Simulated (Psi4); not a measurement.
# How methods differ on InHSeCl2 (SMILES [Cl][In]([Cl])[SeH])

InHSeCl2 has 5 atoms, charge 0, and is taken as a singlet. As SMILES, `[Cl][In]([Cl])[SeH]`. The shape was relaxed beforehand at PBE0/def2-TZVP.

Each level gives the HOMO–LUMO gap (eV). The values are calculated.

```csv
level,kind,program,value (eV)
"PBE-D4/def2-TZVPP (density fitting, core potential)",GGA,Psi4,3.44
"r2SCAN-D4/def2-TZVPP (density fitting, core potential)",meta-GGA,Psi4,3.91
"B3LYP-D4/def2-TZVPP (density fitting, core potential)",global hybrid,Psi4,4.89
"PBE0-D4/def2-TZVPP (density fitting, core potential)",global hybrid,Psi4,5.42
"wB97M-V/def2-TZVPP (density fitting, core potential)",range-separated hybrid,Psi4,9.48
```

The values span 3.44 to 9.48 eV. Orbital gaps aren't excitation energies; they tend to grow with the share of exact exchange.
